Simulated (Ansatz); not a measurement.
Cartesian coordinates in Å:
```
Si -1.4985 -0.5115 -0.0812
C -0.0961 0.7110 0.0024
Cl 0.1793 1.2232 1.7334
In 1.9527 -0.0096 -0.2357
H -2.7742 0.0461 0.4445
H -1.6810 -0.8831 -1.5129
H -1.1450 -1.7263 0.6968
H -0.2878 1.6269 -0.5556
H 2.2409 -1.6297 0.2484
H 3.1097 1.1529 -0.7401
```

Total charge 0; spin multiplicity 1. In takes the def2 core potential.

Q: List the PBE/def2-TZVPP orbital energies in eV (Ansatz 0.2.0). (Best estimate.)

A: Ansatz gave: Occupied: -2739.41, -1779.54, -270.21, -249.92, -190.69, -190.43, -190.41, -137.31, -122.01, -94.04, -94.03, -94.03, -79.79, -79.46, -79.44, -21.42, -19.02, -18.80, -18.79, -18.76, -18.72, -16.11, -12.96, -11.14, -10.56, -9.39, -8.82, -8.34, -8.16, -7.27, -7.15, -6.14. Lowest empty: -2.39, -1.22, -0.75, -0.12, 0.48, 0.61, 0.68, 0.90.
